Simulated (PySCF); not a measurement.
Bond curve of CaI

Set-up: Ca def2-TZVPP, I def2-TZVPP with ECP28; scalar-relativistic core potentials (PySCF 2.14). Energies in eV from Ca + I in their ground configurations at the same level. All curves are PBE0. state 1: ²Σ⁺ (doublet), unpaired electrons σ ↑; state 2: quartet, unpaired electrons σ ↑, π ↑↑, a mixture of terms (⟨Lz²⟩ = 2.0), a second solution, started from another occupation.

| R (Å) | state 1 | state 2 |
| --- | --- | --- |
| 2.436 | -2.471 | 3.3950 |
| 2.550 | -2.905 | 2.7229 |
| 2.663 | -3.139 | 2.2579 |
| 2.748 | -3.220 | 2.0101 |
| 2.833 | -3.240 | 1.8277 |
| 2.918 | -3.216 | 1.6956 |
| 3.031 | -3.133 | 1.5778 |
| 3.173 | -2.977 | 1.4954 |
| 3.343 | -2.747 | 1.4554 |
| 3.570 | -2.412 | 1.4548 |

Problem. Put a parabola through the three lowest points of the state 1 curve and estimate Re, k and ωe (reduced mass 30.39 u; 1 eV/Å² = 0.16022 mdyn/Å; ωe = 1302.8·√(k/μ) cm⁻¹).

Solution. Through R = 2.748, 2.833, 2.918 Å the second-order coefficient is 3.04 eV/Å², so Re ≈ 2.829 Å, k ≈ 0.976 mdyn/Å and ωe ≈ 233 cm⁻¹. A polynomial fit of higher order to the unrounded PBE0 energies gives Re = 2.826 Å, k = 1.02 mdyn/Å, ωe = 238 cm⁻¹; anharmonicity and rounding make the difference.

The higher-order fit for each curve: state 1: Re = 2.826 Å, ωe = 238 cm⁻¹, De = 3.24 eV; state 2: Re = 3.451 Å, ωe = 84.2 cm⁻¹, minimum 1.45 eV above the ground-state fragments.

Spin–orbit coupling is left out, which matters for elements this heavy, above all for dissociation energies. Counting both spins, an empty level lies below a filled one in some of these solutions, because spin and occupation are held. The state is the lowest determinant that a PBE0 search found; another state may lie lower at other levels.
